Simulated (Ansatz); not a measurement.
System: C4H2BrSe (charge -1, singlet). It need not be the lowest isomer of its formula. Whether it binds its extra electron was not tested at this geometry. 
Structure (B3LYP-D3(BJ)/def2-TZVP (Ansatz, an electronic-structure program) minimum search):
```xyz
8

Br     2.0980    -1.0928    -0.3480
C      0.3139    -0.2205    -0.0741
C      0.2372     1.0394     0.4098
Se    -1.6502     1.3204     0.4517
C     -2.0062    -0.4148    -0.2311
C     -0.8146    -1.0351    -0.4285
H     -2.9913    -0.8160    -0.4208
H     -0.7146    -2.0425    -0.8141
```
Charge -1, spin multiplicity 1.

Total electronic energies in hartree. Valence correlation only, unless marked. Spin-orbit coupling is left out. The frozen core is the preceding noble-gas configuration, with the filled d and f shells of earlier blocks. Non-relativistic. Basis-set limits of correlation are two-point, X^-3; Hartree-Fock from the larger set.

The Hartree-Fock reference is unstable (checked in the largest basis), which strains HF and MP2. 

```csv
level,program,energy (Eh)
HF/6-31G*,Ansatz,-5124.21044
HF/aug-cc-pVQZ,Ansatz,-5124.99286
RI-HF/cc-pVTZ,Ansatz,-5124.97278
SVWN5/def2-TZVPD,Ansatz,-5121.03923
PBE-D4/def2-TZVPD,Ansatz + dftd4,-5128.45108
BLYP-D3(BJ)/def2-TZVPD,Ansatz + dftd3,-5129.40147
BLYP/def2-TZVPD,Ansatz,-5129.37852
revPBE-D4/def2-TZVPD,Ansatz + dftd4,-5128.95284
B97M-V/def2-TZVPD,Ansatz,-5128.48337
B3LYP-D4/def2-TZVPD,Ansatz + dftd4,-5129.45427
PBE0-D4/def2-TZVPD,Ansatz + dftd4,-5128.61661
PBE0/def2-TZVPD,Ansatz,-5128.60668
PBE0/def2-QZVPP,Ansatz,-5128.71565
BHLYP-D4/def2-TZVPD,Ansatz + dftd4,-5129.25812
CAM-B3LYP-D4/def2-TZVPD,Ansatz + dftd4,-5129.53846
CAM-B3LYP/def2-TZVPD,Ansatz,-5129.52824
LC-wPBE-D3(BJ)/def2-TZVPD,Ansatz + dftd3,-5128.56822
LC-wPBE/def2-TZVPD,Ansatz,-5128.55779
RI-MP2/aug-cc-pVQZ,Ansatz,-5126.03217
RI-MP2/cc-pVTZ,Ansatz,-5125.92670
SCS-MP2/cc-pVQZ,Ansatz,-5125.99949
CCSD(T)/cc-pVTZ,Ansatz,-5126.00805
"CCSD(T)/CBS(aug-cc-pVTZ,aug-cc-pVQZ)",Ansatz,-5126.1479
```

Totals of different functionals don't rank their quality; only differences between species are comparable.
